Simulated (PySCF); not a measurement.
# Computed NMR parameters against published values

Geometry (Å), atoms numbered from 1 in this order:
```xyz
14

O     2.8515   -1.5173    0.5030
C     2.3358   -0.4800    0.1658
C     0.8704   -0.2851    0.0965
C     0.0074   -1.3370    0.4337
C    -1.3693   -1.1729    0.3744
C    -1.9015    0.0567   -0.0264
C    -1.0665    1.1177   -0.3667
C     0.3086    0.9321   -0.3004
F     1.1096    1.9447   -0.6250
H     2.9505    0.4059   -0.1182
H     0.4658   -2.2800    0.7413
H    -2.0342   -1.9975    0.6389
H    -2.9845    0.1926   -0.0753
H    -1.4598    2.0856   -0.6822
```

Measured values that the calculation should reproduce: δ 19F F9 -122.4 ppm (measured; G. Saielli, R. Bini, A. Bagno, Computational 19F NMR. 2. Organic compounds, RSC Adv. 2014, ESI (exp. from Berger-Braun-Kalinowski 1994 and Everett 1995)). Coupling constants: 1J(C8,F9) 257.7 Hz, 2J(C3,F9) 8.2 Hz, 3J(C4,F9) 1.9 Hz, 4J(C5,F9) 3.8 Hz, 3J(C6,F9) 9.1 Hz, 2J(C7,F9) 20.4 Hz.

- B3LYP/pcJ-1 coupling constants (spin–dipole term only in couplings to heteroatoms)
- shielding tensors at HF/pcSseg-1 (GIAO)
- geometry from PBE0-D3(BJ)/def2-SVP
- program: PySCF 2.14.0 with density-fitted response routines
- non-relativistic, single conformer, in vacuum

How close does the calculation come?

Answers


Reference values: measured (G. Saielli, R. Bini, A. Bagno, Computational 19F NMR. 2. Organic compounds, RSC Adv. 2014, ESI (exp. from Berger-Braun-Kalinowski 1994 and Everett 1995)).
| atoms | quantity | reference | computed |
| --- | --- | --- | --- |
| F9 | δ 19F vs CFCl3 | -122.4 | -104.1 |

Computed shifts are σ(ref) − σ with the named reference compound (TMS for H and C) calculated as an isolated molecule at the same level.

Coupling constants in Hz (some tables give magnitudes without signs):
| coupling | reference | computed | source |
| --- | --- | --- | --- |
| 1J(C8,F9) | 257.7 | -326.6 | measured; liquid or solution; F. J. Weigert, PhD thesis, Caltech 1968 (Carbon-13 magnetic resonance spectroscopy) |
| 2J(C3,F9) | 8.2 | 3.2 | measured; liquid or solution; F. J. Weigert, PhD thesis, Caltech 1968 (Carbon-13 magnetic resonance spectroscopy) |
| 3J(C4,F9) | 1.9 | -0.5 | measured; liquid or solution; F. J. Weigert, PhD thesis, Caltech 1968 (Carbon-13 magnetic resonance spectroscopy) |
| 4J(C5,F9) | 3.8 | 6.6 | measured; liquid or solution; F. J. Weigert, PhD thesis, Caltech 1968 (Carbon-13 magnetic resonance spectroscopy) |
| 3J(C6,F9) | 9.1 | 6.9 | measured; liquid or solution; F. J. Weigert, PhD thesis, Caltech 1968 (Carbon-13 magnetic resonance spectroscopy) |
| 2J(C7,F9) | 20.4 | 18.2 | measured; liquid or solution; F. J. Weigert, PhD thesis, Caltech 1968 (Carbon-13 magnetic resonance spectroscopy) |
